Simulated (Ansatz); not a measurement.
`C[CH2][Ge]([F])([F])[F]` → F₂ + `C[CH2][Ge][F]` at 400 K and 1 bar (germylene formation by 1,1-elimination).

Isolated molecules relaxed with PBE0-D4/def2-TZVP in Ansatz; ΔE leaves out vibrations. CCSD(T)/CBS adds triple-zeta CCSD(T) − MP2 to the extrapolated MP2 energy (def2 sets, frozen cores). This one scheme is used for every species. For Ge outer-core shells are correlated without core-valence functions, which leaves a few kJ/mol of doubt a bond. Scalar relativity is left out up to krypton. One conformer a species, not always the lowest.

```tsv
species	CCSD(T)/CBS energy (Eh)	H − E (kJ/mol)	S (J/(mol·K))
`C[CH2][Ge]([F])([F])[F]`	-2454.74284	228.9	416.5
F₂	-199.39789	18.5	211.0
`C[CH2][Ge][F]`	-2255.03793	201.0	364.4
```

H − E and S are ideal-gas, rigid-rotor, harmonic terms from PBE0-D4/def2-TZVP, for one conformer and one mirror image of each species. 1 Eh = 2625.50 kJ/mol, R = 8.31446 J/(mol·K).

Problem. By hand: ΔE, ΔH, ΔS and ΔG.

Solution. ΔE = (-199.39789) + (-2255.03793) − (-2454.74284) = 0.30702 Eh = 806.1 kJ/mol. Δ(H − E) = 18.5 + 201.0 − 228.9 = -9.4, so ΔH = 796.7 kJ/mol. ΔS = 211.0 + 364.4 − 416.5 = 158.9 J/(mol·K). ΔG = 796.7 − 400 × (158.9)/1000 = 733.1 kJ/mol.

Problem. By hand: the equilibrium constant, and the temperature at which ΔG would vanish if ΔH and ΔS stayed fixed.

Solution. log₁₀ K = −ΔG/(RT ln 10) = -95.7. ΔG = 0 at ΔH/ΔS = 5014 K, far beyond where these terms or the molecules hold.

The number of gas molecules changes by +1, which sets the sign of ΔS. A doubt of 5 kJ/mol in ΔE shifts log₁₀ K by 0.7 here. Other conformers and mirror images would add mixing entropy, several J/(mol·K) or more a flexible species. Modes under 60 cm⁻¹, often nearly free rotors, make the harmonic entropy too high. These are equilibria of isolated gas molecules and say nothing of rates. Largest T1 diagnostic: 0.013 (customary marks: 0.02 for closed shells, 0.045 for open ones).
